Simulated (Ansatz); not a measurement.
ClH2NS2W, SMILES `[NH2][W](=[S])(=[S])[Cl]`. Total charge 0; spin multiplicity 1. W takes the def2 core potential.

```xyz
7

N     0.735   -0.251    0.956
W    -0.400    0.132   -0.536
S    -2.349   -0.556   -0.065
S    -0.385    2.229   -0.843
Cl    0.361   -0.922   -2.390
H     1.489    0.351    1.253
H     0.548   -0.983    1.626
```

Q: List the harmonic frequencies (cm⁻¹, unscaled) at PBE0-D4/def2-TZVP in Ansatz. (An estimate is asked.)

A: Ansatz gave: 142, 142, 174, 185, 210, 387, 405, 540, 558, 564, 682, 731, 1539, 3570, 3673.

Q: Is this a minimum?

A: Yes, all 15 modes are real.

Q: Give the ideal-gas thermochemistry at 298.15 K and 1 bar (rigid rotor, harmonic oscillator; point group Cs, symmetry number 1).

A: Zero-point energy 80.8 kJ/mol; H(298) − E = 102.4 kJ/mol; entropy 370.3 J/(mol·K), of which translation 180.0, rotation 121.6, vibration 68.8; G(298) − E = -8.0 kJ/mol.

Q: Rotational constants (cm⁻¹)?

A: 0.05565, 0.05071, 0.03974.
